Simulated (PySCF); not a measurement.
Species: C3H12Al2O2.
SMILES with atom numbers: `[CH3:1][O+:2]1[AlH2-:3][O+:4]([CH3:5])[AlH-:6]1[CH3:7]` (hydrogens: H8, H9, H10 on C1; H11, H12 on Al3; H13, H14, H15 on C5; H16 on Al6; H17, H18, H19 on C7)

Computed with PySCF at PBE0/pcSseg-1 and CAM-B3LYP/def2-SVPD, non-relativistic, on one gas-phase PBE0-D3(BJ)/def2-SVP geometry that isn't relaxed in the solvent. The solvent is an IEF-PCM continuum (Bondi radii, 1.10 Å for H, scaled by 1.2). The model holds no explicit solvent molecules, cavitation or dispersion.

Gas phase at PBE0/pcSseg-1: HOMO -7.44 eV, LUMO -0.09 eV, dipole 0.55 D.

Problem. What does the continuum do to the energy, the frontier levels and the dipole at PBE0/pcSseg-1 in chloroform and tetrahydrofuran?

Solution. 
| solvent | ε | E(solvent) − E(gas) (kJ/mol) | polarisation term (kJ/mol) | distortion of the solute (kJ/mol) | HOMO (eV) | LUMO (eV) | dipole (D) |
| --- | --- | --- | --- | --- | --- | --- | --- |
| chloroform | 4.711 | -18.98 | -20.80 | 1.82 | -7.46 | 0.08 | 0.70 |
| tetrahydrofuran | 7.426 | -21.80 | -24.17 | 2.37 | -7.47 | 0.10 | 0.73 |

Polarisation term: ½ Σ q·V over the induced surface charges. Distortion: the rise of the solute's own energy as its density leaves the gas-phase optimum. From chloroform to tetrahydrofuran the lowering changes by a factor 1.15, Onsager's factor (ε − 1)/(2ε + 1) by 1.14 and ε itself by 1.6.

Problem. Which IAO charges (PBE0/pcSseg-1) respond most in chloroform (means over atoms taken as equivalent)?

Solution. 
```json
{"atoms": "Al3", "environment": "aluminium bonded to 2 O and 2 H", "gas (e)": "+0.828", "solvent (e)": "+0.854", "change": "+0.026"}
{"atoms": "H16", "environment": "Al–H hydrogen", "gas (e)": "-0.231", "solvent (e)": "-0.251", "change": "-0.020"}
{"atoms": "H12", "environment": "Al–H hydrogen", "gas (e)": "-0.226", "solvent (e)": "-0.244", "change": "-0.018"}
{"atoms": "H11", "environment": "Al–H hydrogen", "gas (e)": "-0.227", "solvent (e)": "-0.245", "change": "-0.018"}
{"atoms": "Al6", "environment": "aluminium bonded to C, 2 O and H", "gas (e)": "+0.982", "solvent (e)": "+0.999", "change": "+0.017"}
{"atoms": "H8 (×6)", "environment": "methyl hydrogen", "gas (e)": "+0.145", "solvent (e)": "+0.149", "change": "+0.004"}
```

Problem. Which Mayer bond orders change most in chloroform?

Solution. 
| bond | length (Å) | gas | solvent | change |
| --- | --- | --- | --- | --- |
| Al6–H16 | 1.594 | 0.874 | 0.838 | -0.036 |
| Al3–H12 | 1.592 | 0.878 | 0.848 | -0.030 |
| Al3–H11 | 1.593 | 0.880 | 0.851 | -0.029 |
| Al3–O4 | 1.862 | 0.452 | 0.464 | +0.012 |
| O4–C5 | 1.410 | 0.856 | 0.844 | -0.012 |
| C1–O2 | 1.410 | 0.856 | 0.845 | -0.011 |
| O2–Al3 | 1.862 | 0.452 | 0.463 | +0.011 |
| O4–Al6 | 1.872 | 0.421 | 0.428 | +0.007 |

Problem. How do the nuclear quadrupole coupling constants eQVzz/h respond in chloroform?

Solution. 
```csv
nucleus,Q (barn),gas (MHz),solvent (MHz),η gas,η solvent
17O at O2,-0.0256,-9.60,-9.38,0.65,0.67
27Al at Al3,0.1466,-24.64,23.21,0.96,1.00
17O at O4,-0.0256,-9.63,-9.42,0.65,0.67
27Al at Al6,0.1466,-26.49,-25.57,0.89,0.91
```

With η near 1 two principal values are almost equal in size and opposite in sign, so the sign of the constant can flip.

Gas phase at CAM-B3LYP/def2-SVPD: HOMO -8.83 eV, LUMO 0.56 eV, dipole 0.54 D.

Problem. What does the continuum do to the energy, the frontier levels and the dipole at CAM-B3LYP/def2-SVPD in chloroform?

Solution. 
```tsv
solvent	ε	E(solvent) − E(gas) (kJ/mol)	polarisation term (kJ/mol)	distortion of the solute (kJ/mol)	HOMO (eV)	LUMO (eV)	dipole (D)
chloroform	4.711	-19.43	-21.51	2.08	-8.82	0.78	0.68
```

The atom shares or the degeneracy of the LUMO differ from the gas phase in chloroform, so that column needn't follow one orbital.

Problem. How does the static polarisability (CAM-B3LYP/def2-SVPD, frozen core, with the continuum's full static response) change?

Solution. 
```json
{"medium": "gas", "isotropic (au)": "96.1", "principal values (au)": "89.5, 97.6, 101.3", "⟨r²⟩ of the electrons (bohr²)": "1263.3"}
{"medium": "chloroform", "isotropic (au)": "117.0", "principal values (au)": "111.9, 116.9, 122.1", "⟨r²⟩ of the electrons (bohr²)": "1263.9"}
```

The isotropic value in chloroform is 1.22 times the gas-phase one; no cavity-field correction is applied. ⟨r²⟩ is taken about the centre of nuclear charge.
